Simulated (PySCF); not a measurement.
PySCF job for Zr(OH) (HOZr), SMILES [OH][Zr] (connectivity only; charge and spin as stated), neutral, multiplicity 4, B3LYP-D3(BJ)/def2-TZVPD. Geometry: B3LYP-D3(BJ)/def2-TZVPD. The multiplicity is an assumed one; other spin states were not compared. The def2 effective core potentials stand for the cores of Zr; spin–orbit coupling is left out.

```python
import numpy as np
from pyscf import gto, scf, dft, df
from pyscf.hessian import thermo

mol = gto.M(
    atom='''
    Zr   -0.00440958   -0.37168088    0.00000000
    O     0.07356317    1.56005286    0.00000000
    H    -0.41212195    2.38681238    0.00000000
    ''',
    basis='def2-TZVPD',
    ecp={'Zr': 'def2-tzvp'},
    charge=0,
    spin=3,
    max_memory=1600,
    verbose=3,
)
mf = dft.UKS(mol, xc='b3lyp').density_fit(auxbasis='def2-universal-jkfit')
mf.disp = 'd3bj'
mf.grids.level = 3
mf.conv_tol = 1e-11
mf.max_cycle = 100
mf.kernel()
fine, coarse = mf.grids, dft.Grids(mol).set(level=1).build(with_non0tab=True)
for _ in range(3):  # follow internal instabilities
    mf.grids = coarse
    mo, _, stable, _ = mf.stability(return_status=True, nroots=4)
    mf.grids = fine
    if stable:
        break
    mf.kernel(mf.make_rdm1(mo, mf.mo_occ))

# [left out here: the lines that compute and print the analytic Hessian (its translational invariance restored by hand, since the grid's response is missing), thermochemistry and intensities]
```

It prints:

```

WARN: HOMO -0.437858824720333 >= LUMO -0.453882256580698


WARN: HOMO 0.0316386926830086 >= LUMO -0.00906239460573488

converged SCF energy = -122.867926021989  <S^2> = 3.7527413  2S+1 = 4.0013704
<class 'pyscf.df.df_jk.DFUKS'> wavefunction has an internal instability
converged SCF energy = -122.869152218726  <S^2> = 3.7523181  2S+1 = 4.0011589
<class 'pyscf.df.df_jk.DFUKS'> wavefunction is stable in the internal stability analysis

WARN: DFTD3 does not support analytical Hessian, using finite difference


WARN: Mole.unit (angstrom) is changed to Bohr

Mode                                 0                   1                   2
Irrep
Freq [cm^-1]                      219.2132            652.8380           3888.9204
Reduced mass [au]                   1.1683              7.8196              1.0681
Force const [Dyne/A]                0.0331              1.9636              9.5174
Char temp [K]                     315.3990            939.2885           5595.2906
Normal mode                   x     y     z       x     y     z       x     y     z
       0  Zr                -0.01 -0.00  0.00   -0.00 -0.04 -0.00    0.00  0.00  0.00
       1   O                 0.08  0.05 -0.00   -0.00  0.22 -0.00    0.03 -0.05 -0.00
       2   H                -0.80 -0.45  0.00    0.08  0.27  0.00   -0.48  0.84 -0.00
temperature 298.1500 [K]
pressure 101325.00 [Pa]
Rotational constants [GHz] 2104.43910 8.88103 8.84371
Symmetry number 1
Zero-point energy (ZPE) 0.01085 [Eh]   28476.934 [J/mol]
                           tot       elec      trans        rot        vib
Entropy [J/mol/K]       264.664     11.526    167.167     76.211      9.760
Cv [J/mol/K]             36.382      0.000     12.472     12.472     11.439
Cp [J/mol/K]             44.697      0.000     20.786     12.472     11.439
Internal energy [J/mol]                      3718.434   3718.434  30221.181
Internal energy [Eh]   -122.85481  -122.86915
Enthalpy [J/mol]                             6197.391   3718.434  30221.181
Enthalpy [Eh]          -122.85386
Gibbs free energy [J/mol]                  -43643.318 -19003.959  27311.168
Gibbs free energy [Eh] -122.88392
mode   freq/cm-1   IR/(km/mol)
   1      219.21        99.052
   2      652.84        62.685
   3     3888.92       171.293
max |gradient| / (hartree/bohr): 1.2894446812538573e-05
APT charges: [ 0.4834 -0.7488  0.2654]
```

Self-consistency was reached.
